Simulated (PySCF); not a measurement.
# Broadened absorption spectrum of C3H9BrGe

Compound: C3H9BrGe.
InChI=1S/C3H9BrGe/c1-5(2,3)4/h1-3H3

Computed, not measured: PySCF 2.14.0, density-fitted response routines, TDDFT wB97X-D/def2-SVPD, vertical, gas phase, core orbitals frozen in the response. Isolated species at its PBE0-D3(BJ)/def2-SVP geometry, gas phase. The wB97X-D/def2-SVPD calculation is non-relativistic and has no spin–orbit coupling, an omission that weighs most on bromine and germanium.

Broadening: Gaussians 0.3 eV wide at half height, area fixed by f = 4.319×10⁻⁹ ∫ε dν̃. The width is an assumption, not a result. The curve ends short of the highest state used, and states not computed would add to its high-energy end.

E (eV), ε (L mol⁻¹ cm⁻¹) and a bar:
```
     6.30         11 
     6.32         19 
     6.35         40 
     6.38         81 
     6.41        155 
     6.44        281 
     6.47        481 #
     6.50        780 #
     6.53       1197 ##
     6.56       1737 ###
     6.59       2385 ####
     6.62       3099 #####
     6.65       3808 #######
     6.68       4428 ########
     6.71       4871 ########
     6.74       5069 #########
     6.77       4991 #########
     6.80       4648 ########
     6.83       4096 #######
     6.85       3651 ######
     6.88       2933 #####
     6.91       2229 ####
     6.94       1603 ###
     6.97       1091 ##
     7.00        702 #
     7.03        427 #
     7.06        246 
     7.09        134 
     7.12         70 
     7.15         35 
     7.18         20 
     7.21         17 
     7.24         28 
     7.27         58 
     7.30        123 
     7.33        251 
     7.36        484 #
     7.38        728 #
     7.41       1282 ##
     7.44       2137 ####
     7.47       3369 ######
     7.50       5026 #########
     7.53       7092 ############
     7.56       9468 ################
     7.59      11959 #####################
     7.62      14290 #########################
     7.65      16154 ############################
     7.68      17277 ##############################
     7.71      17481 ##############################
     7.74      16733 #############################
     7.77      15154 ##########################
     7.80      12983 ######################
     7.83      10523 ##################
     7.86       8070 ##############
     7.88       6556 ###########
     7.91       4586 ########
```

(1) Where are the band maxima, and which computed states make them?

(2) Does any computed singlet lie in the visible range?

(3) On this curve, what absorbance would a 10⁻³ mol/L sample give at 193 nm over a 1 cm path?

(4) Coming from long wavelengths, where does ε first pass 100 L mol⁻¹ cm⁻¹?

Answers

(1) 184 nm (6.75 eV), ε about 5100, made up of S1 (49%) and S2 (51%); 161 nm (7.70 eV), ε about 18000, made up of S3 (50%) and S4 (50%) (ε in L mol⁻¹ cm⁻¹; maxima over ε = 5, shares over 10%). The states used: S1 6.75 eV (f 0.028); S2 6.75 eV (f 0.029); S3 7.70 eV (f 0.098); S4 7.70 eV (f 0.097); S5 8.34 eV (f 0.0049); S6 8.35 eV (f 0.0040); S7 8.48 eV (f 0.033); S8 8.49 eV (f 0.034); S9 8.51 eV (f 0.283).

(2) No computed singlet lies in the visible range (380 to 750 nm); the lowest, at 184 nm, stands 3.48 eV above its violet end (3.26 eV).

(3) 193 nm is 6.424 eV, where ε is about 210 L mol⁻¹ cm⁻¹, so A = ε c l ≈ 0.21 (Beer–Lambert, with the gas-phase spectrum and the assumed width).

(4) At about 194 nm (6.39 eV), 0.35 eV below S1.

All these states lie below the vertical ionisation energy of 9.93 eV (ΔSCF).

Hardware: one thread of an x86-64 server, shared host. Cost: 60 s of wall time.
